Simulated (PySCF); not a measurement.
Compound: C6H4BrFO.
SMILES with atom numbers: `[CH:1]#[C:2][C:3](=[CH2:4])[O:5]/[CH:6]=[C:7](/[F:8])[Br:9]` (hydrogens: H10 on C1; H11, H12 on C4; H13 on C6)

Computed with PySCF at CAM-B3LYP/def2-SVPD, non-relativistic, on one gas-phase PBE0-D3(BJ)/def2-SVP geometry that isn't relaxed in the solvent. The solvent is an IEF-PCM continuum (Bondi radii, 1.10 Å for H, scaled by 1.2), and excitations are vertical TDDFT with non-equilibrium linear response and a frozen core. Specific hydrogen bonds and non-electrostatic terms are outside this model. Spin–orbit coupling is left out although an atom past zinc is present.

Gas-phase singlets (H = HOMO, L = LUMO):

```
state  E (eV)  λ (nm)      f  leading configuration
   S1   5.134     242  0.220                H→L 96%
   S2   5.263     236  0.000              H→L+1 74%
   S3   5.575     222  0.000              H→L+2 55%
   S4   5.922     209  0.000              H-3→L 71%
   S5   6.006     206  0.131              H-1→L 67%
```

**Question.** Give the list for tetrahydrofuran (ε = 7.426), n² = 1.97.

**Answer.** 
| state | E (eV) | λ (nm) | f | leading configuration | change by rank (eV) |
| --- | --- | --- | --- | --- | --- |
| S1 | 5.128 | 242 | 0.316 | H→L 94% | -0.006 |
| S2 | 5.265 | 236 | 0.000 | H→L+1 71% | +0.002 |
| S3 | 5.651 | 219 | 0.000 | H→L+3 49% | +0.076 |
| S4 | 5.915 | 210 | 0.000 | H-2→L 66% | -0.007 |
| S5 | 6.013 | 206 | 0.362 | H-1→L 50% | +0.007 |

**Question.** Give the list for water (ε = 78.36), n² = 1.78.

**Answer.** 
```tsv
state	E (eV)	λ (nm)	f	leading configuration	change by rank (eV)
S1	5.162	240	0.309	H→L 94%	+0.028
S2	5.271	235	0.000	H→L+1 71%	+0.008
S3	5.672	219	0.000	H→L+3 44%	+0.097
S4	5.912	210	0.000	H-2→L 72%	-0.010
S5	6.032	206	0.344	H-1→L 51%	+0.026
```

**Question.** How do the frontier levels move from gas to water?

**Answer.** 
```csv
orbital,gas (eV),solvent (eV),change (eV)
LUMO+2,1.11,1.17,+0.06
LUMO+1,0.76,0.76,0.00
LUMO,-0.17,0.00,+0.17
HOMO,-7.73,-7.72,+0.01
HOMO-1,-9.11,-9.03,+0.08
HOMO-2,-10.05,-10.04,+0.01
HOMO-3,-10.36,-10.34,+0.02
```

The HOMO–LUMO gap goes from 7.56 to 7.72 eV. Rows go by rank; for HOMO-3, HOMO-2, LUMO+1 and LUMO+2 the atom shares or the degeneracy differ between the runs, so the row needn't follow one orbital.

Time: 2.3 min wall; peak memory 1.3 GiB. Hardware: one thread of an AMD EPYC 7R43, shared host with 256 logical CPUs at a one-minute load of 205. This is the whole response run at CAM-B3LYP/def2-SVPD in water, SCF included.

The values belong to the conformer `[CH:1]#[C:2][C:3](=[CH2:4])[O:5]/[CH:6]=[C:7](/[F:8])[Br:9]`: C2–C3–O5–C6 1°, C3–O5–C6–C7 180°.
